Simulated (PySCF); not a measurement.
Si(CCH)(Cl)(H)2, SMILES C#C[SiH2]Cl, PBE0/def2-SVP optimised geometry.

```
7

Si    -0.80    -0.35     0.00
Cl     1.27    -0.35     0.00
C     -1.41    -1.20     1.49
C     -1.84    -1.76     2.49
H     -1.27    -1.06    -1.21
H     -1.27     1.06     0.00
H     -2.21    -2.26     3.36
```

Density from PBE0/def2-TZVP in PySCF at that geometry.

Minimum of the electron density along straight lines between bonded atoms, close to the bond critical point (lines longer than 1.1 times the sum of covalent radii, or with two minima, are not listed):

```csv
bond,length / Å,ρ at the minimum / e bohr⁻³,∇²ρ there / e bohr⁻⁵,position (fraction from the first atom)
Si1–Cl2,2.066,[?],0.22,0.36
Si1–C3,1.827,0.121,[?],0.39
C3–C4,1.217,0.412,[?],0.47
Si1–H5,1.486,0.124,0.14,0.49
Si1–H6,1.486,0.124,0.14,0.49
C4–H7,1.076,0.285,-1.05,0.67
```

Problem. What belongs in the gaps?

Solution. 
- Si1–Cl2, ρ at the minimum / e bohr⁻³: 0.097
- Si1–C3, ∇²ρ there / e bohr⁻⁵: 0.31
- C3–C4, ∇²ρ there / e bohr⁻⁵: -1.23
